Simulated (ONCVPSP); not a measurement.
# Ce: variants of one ONCV potential

Base potential:

- Element: Ce (Z = 58)
- Generator: ONCVPSP 4.0.1
- Type: optimised norm-conserving Vanderbilt (ONCV)
- Functional: LDA (Perdew-Wang 92)
- Relativity: scalar-relativistic
- Frozen core: [Kr] 4d10
- Valence charge: 12
- Reference configuration: 4f1 5s2 5p6 5d1 6s2
- Partial waves: 5s+6s: rc 2.25 bohr, ncon 3, nbas 6, qcut 5.2 1/bohr, 2 projectors; 5p: rc 2.75 bohr, ncon 3, nbas 7, qcut 6.1 1/bohr, 2 projectors, debl 3.3 Ha; 5d: rc 3.95 bohr, ncon 4, nbas 9, qcut 3.8 1/bohr, 2 projectors, debl 3 Ha; 4f: rc 1.60 bohr, ncon 4, nbas 8, qcut 9.1 1/bohr, 2 projectors, debl 1.1 Ha
- Local potential: polynomial inside 1.50 bohr (lpopt 5, dvloc0 2 Ha)
- Core correction: Teter function, fcfact 3.75, rcfact 1.25

All-electron outer shells of the reference configuration (LDA (PZ), scalar-relativistic, ld1.x):

```csv
shell,level (eV),outermost node (bohr),outermost maximum (bohr)
4d,-110.44,0.31,0.66
5s,-40.72,0.75,1.37
5p,-23.30,0.81,1.53
4f,-5.61,–,0.71
6s,-3.89,1.81,3.68
5d,-3.18,0.92,2.18
```

Cutoffs, loose and tight: the cutoffs (Ha) at which the residual kinetic energy of the hardest occupied pseudo-wave falls to 1 and 0.1 mHa per electron. They do not see the model core or the augmentation charge, which bear on the density cutoff. Test errors are all-electron minus pseudo excitation energies from the reference, over the configurations 4f1 5s2 5p6 5d1 6s1; 4f1 5s2 5p6 5d1 6s0; 4f1 5s2 5p6 5d0 6s0; 4f1 5s1 5p6 5d1 6s2. A dash means not determined; rows that change the core or the reference have their own tests.

```json
{"change": "base", "outcome": "generated", "cutoff, loose": "42 Ha", "cutoff, tight": "101 Ha", "bound ghosts": "none", "GHOST(+) flags above zero": "s", "largest test error (meV)": "-105"}
{"change": "functional PBEsol", "outcome": "generated", "cutoff, loose": "42 Ha", "cutoff, tight": "101 Ha", "bound ghosts": "none", "GHOST(+) flags above zero": "s", "largest test error (meV)": "-108"}
```

(1) What comes out with this change to the base: f: qcut 10.9?

(2) What comes out with this change to the base: s: rc 2.44?

Results:

(1) outcome: generated; cutoff, loose: 49 Ha; cutoff, tight: 54 Ha; bound ghosts: none; GHOST(+) flags above zero: s; largest test error (meV): -103.

(2) outcome: generated; cutoff, loose: 42 Ha; cutoff, tight: 101 Ha; bound ghosts: none; GHOST(+) flags above zero: s; largest test error (meV): -141.
